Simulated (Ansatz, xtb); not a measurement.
# Two conformers of BH6N5

We compare a, `[H]/N=N\B(N)NN`, a singlet, with b, `[H]/N=N\B(N)NN`, a singlet. Both are isolated molecules in the gas phase, relaxed with PBE0-D3(BJ)/def2-SVP.

a (Å):

```xyz
12

B    -0.9253    1.5354    0.6496
N    -0.3029   -0.7175    1.0331
N    -1.2152    0.1169    0.9986
N    -1.6306    2.1535   -0.3875
N     0.3874    3.5302    1.1540
N     0.0862    2.1935    1.3964
H     0.6223   -0.2777    0.7715
H    -2.3528    1.6893   -0.9170
H    -1.4311    3.1130   -0.6366
H     1.3779    3.6469    0.9451
H     0.1685    4.1102    1.9634
H     0.5102    1.7522    2.2078
```

b (Å):

```yaml
atoms:
  - { symbol: B, position_ang: [-1.1862, -0.0518, -1.3581] }
  - { symbol: N, position_ang: [-1.0454, -2.1181, -0.2018] }
  - { symbol: N, position_ang: [-1.1153, -1.5374, -1.2914] }
  - { symbol: N, position_ang: [-2.2113, 0.5297, -2.1237] }
  - { symbol: N, position_ang: [-0.2205, 0.6875, -0.6369] }
  - { symbol: N, position_ang: [-0.1155, 2.0777, -0.6033] }
  - { symbol: H, position_ang: [-1.0665, -1.4280, 0.5981] }
  - { symbol: H, position_ang: [-2.3387, 1.5251, -2.2313] }
  - { symbol: H, position_ang: [-2.8678, -0.0386, -2.6398] }
  - { symbol: H, position_ang: [0.5454, 0.2270, -0.1599] }
  - { symbol: H, position_ang: [-0.9689, 2.4865, -0.2254] }
  - { symbol: H, position_ang: [0.0223, 2.4512, -1.5425] }
```

Energies in hartree; the thermal terms are from PBE0-D3(BJ)/def2-SVP harmonic frequencies (ideal gas, rigid rotor, one conformer each, 298.15 K, 1 atm) and include the zero-point energy:

|  | a | b |
| --- | --- | --- |
| E, CCSD(T)/def2-SVP | −301.180165 | −301.178381 |
| E, MP2/def2-SVP | −301.103201 | −301.101361 |
| E, MP2/def2-TZVPP | −301.676373 | −301.674640 |
| zero-point energy | 0.095393 | 0.095329 |
| H(298 K) − E | 0.103742 | 0.103736 |
| G(298 K) − E | 0.064446 | 0.064376 |

Problem. Correct the CCSD(T) difference for the basis set by the MP2 change, then work out ΔE, ΔE₀, ΔH and ΔG for a → b in kJ/mol (1 Eh = 2625.50 kJ/mol) and the equilibrium ratio [b]/[a].

Solution. 1. Differences b − a: CCSD(T) +0.001784, MP2 in the small set +0.001840, MP2 in the large set +0.001733 Eh.
2. ΔE = +0.001784 + (+0.001733 − (+0.001840)) = +0.001677 Eh = +4.40 kJ/mol.
3. ΔE₀ = ΔE + ΔZPE = +0.001677 + (−0.000064) Eh = +4.23 kJ/mol.
4. ΔH = ΔE + (−0.000006) Eh = +4.39 kJ/mol.
5. ΔG = ΔE + (−0.000070) Eh = +4.22 kJ/mol, so ΔS = (ΔH − ΔG)/T = +0.6 J/(mol K).
6. kT = 0.9442 mEh, so K = [b]/[a] = exp(−ΔG/kT) = exp(−1.70) ≈ 0.18.

Structure a is favoured at this temperature. An error of 4 kJ/mol in ΔG would change K by a factor of 5. Mirror images and further conformers aren't counted.

Other levels gave ΔE = +3.9 (PBE0-D3(BJ)/def2-SVP); +6.3 (HF/def2-SVP); +4.8 (MP2/def2-SVP); +4.7 (CCSD(T)/def2-SVP) kJ/mol. The correlated steps freeze 6 core orbitals. Programs: Ansatz 0.2.0.
